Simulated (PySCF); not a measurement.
**ISI, singlet: data card**

Computed with PySCF, HF, basis I def2-TZVP with ECP28, S def2-TZVP (scalar-relativistic core potentials, no spin–orbit coupling, density fitting).

The structure is a minimum.

Z-matrix (Å, degrees; charge 0 multiplicity 1):
```
I
S  1 2.2827
I  1 2.7118 2 109.59
```

* Point group: Cs
* Bond lengths: I–I 2.712 Å, I–S 2.283 Å
* Bond angles: I–I–S 109.6°
* Principal polarisabilities: 50.2, 69.6, 147.0 bohr³
* Heat capacity Cp at 298.15 K: 55.4 J/(mol K)
* Lowest empty level: -1.21 eV
* Zero-point energy: 4.1 kJ/mol
* Rotational constants: 0.1728, 0.02684, 0.02323 cm⁻¹
* Dipole moment: 3.32 D
* Enthalpy at 298.15 K above 0 K: 14.16 kJ/mol
* Rotational symmetry number: 1
* Entropy at 298.15 K and 1 bar: 328.7 J/(mol K)
* Principal quadrupole moments (Buckingham, traceless) about the centre of mass: -7.70, -1.56, 9.26 D Å
* Atomisation energy without zero-point energy: -30 kJ/mol
* Highest occupied level: -8.99 eV

Harmonic modes (masses in u: I 126.904, S 31.972):
| symmetry | ω (cm⁻¹) | IR (km/mol) | μ (u) | type |
| --- | --- | --- | --- | --- |
| a' | 100 | 1.5 | 43.85 | bend |
| a' | 204 | 14.2 | 122.84 | stretch |
| a' | 380 | 37.9 | 37.26 | stretch |

Charges (e):
```csv
atom,Mulliken,Löwdin,polar tensor,Mayer order to I1
I1,0.45,0.36,0.66,–
S2,-0.43,-0.37,-0.41,1.34
I3,-0.02,0.00,-0.25,0.95
```

Mulliken populations on I1 (electrons outside its core potential): s 3.89, p 10.37, d 10.25, f 0.03.

Outer orbital energies (eV). occupied: -22.17, -14.04, -13.38, -13.32, -10.97, -10.96, -9.48, -8.99; empty: -1.21, 1.46, 5.55, 5.80.

Other isomers or separated fragments may lie lower.

The final relaxation and frequency run took 57 s on 4 threads of a shared Intel Xeon @ 2.70GHz host, with 137 basis functions and 14 gradients; the process peaked at 0.51 GiB. Launch command: `OMP_NUM_THREADS=4 python axn.py task.json out`.
